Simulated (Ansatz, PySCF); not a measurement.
SnCl₃Br, SMILES [Cl][Sn]([Cl])([Cl])[Br].

Geometry optimised at PBE-D3(BJ)/def2-SVP. The structure was generated by enumeration; whether it is a known compound was not checked. The def2 effective core potentials stand for the cores of Sn; spin–orbit coupling is left out.

Vertical ionisation energy (IE) and electron affinity (EA) in eV. Rows of orbital energies are one-electron estimates. Where ΔSCF, EOM or ADC give a negative EA the extra electron is unbound and the value depends on the basis.

```csv
level,IE,EA
"−ε(HOMO), −ε(LUMO), M06-2X/def2-TZVP (PySCF)",10.58,2.70
"−ε(HOMO), −ε(LUMO), PBE/def2-TZVP (PySCF)",7.97,4.61
"ΔSCF, PBE/def2-SVPD (Ansatz), final states of multiplicity 2 and 2",10.66,2.36
```

**Question.** What vertical singlet–triplet gap does ΔSCF give with PBE/def2-SVPD (Ansatz, a first-principles code)? (The exact figures need the calculation; the answer reports its results.)

**Answer.** 3.38 eV (triplet above singlet where positive).
